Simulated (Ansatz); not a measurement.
Reaction (isomerisation): `N[SiH](S)CCl` → `CS[SiH](N)Cl`

Computed with Ansatz on PBE0-D4/def2-TZVP structures; ΔE is electronic, products minus reactants. CCSD(T)/CBS is the MP2 limit (def2-TZVPP, def2-QZVPP) plus CCSD(T) − MP2 in def2-TZVPP, frozen cores. DFT in def2-TZVPP. B3LYP here is the variant with VWN-RPA as its local correlation; programs differ in this. Each species was taken in one conformer, which may not be the lowest.

Question: Is it downhill or uphill in electronic energy at CCSD(T)/CBS, and by how much? (An estimate is asked.)

Answer: Computed: Downhill: ΔE = -118.8 kJ/mol.

Question: What do these levels give: PBE0-D4, B3LYP-D4, ωB97X-V, B2PLYP, r2SCAN, PBE0, B3LYP, MP2/def2-TZVPP, CCSD(T)/def2-TZVPP, HF/def2-QZVPP, HF/CBS(def2), MP2/CBS(def2)? (Estimate.)

Answer: The calculation gave: PBE0-D4 -118.8, B3LYP-D4 -118.2, ωB97X-V -118.3, B2PLYP -119.7, r2SCAN -120.9, PBE0 -118.9, B3LYP -118.1, MP2/def2-TZVPP -122.1, CCSD(T)/def2-TZVPP -115.5, HF/def2-QZVPP -126.2, HF/CBS(def2) -126.3, MP2/CBS(def2) -125.4 kJ/mol.

Largest T1 diagnostic among the species: 0.010.

From PBE to PBE0 (25 % exact exchange), in def2-TZVPP and without D4, ΔE moves by −3.8 kJ/mol. In def2-TZVPP, CCSD(T) changes the Hartree–Fock value by +10.4 kJ/mol (the triples alone add +1.0 kJ/mol) and MP2 by +3.8 kJ/mol.
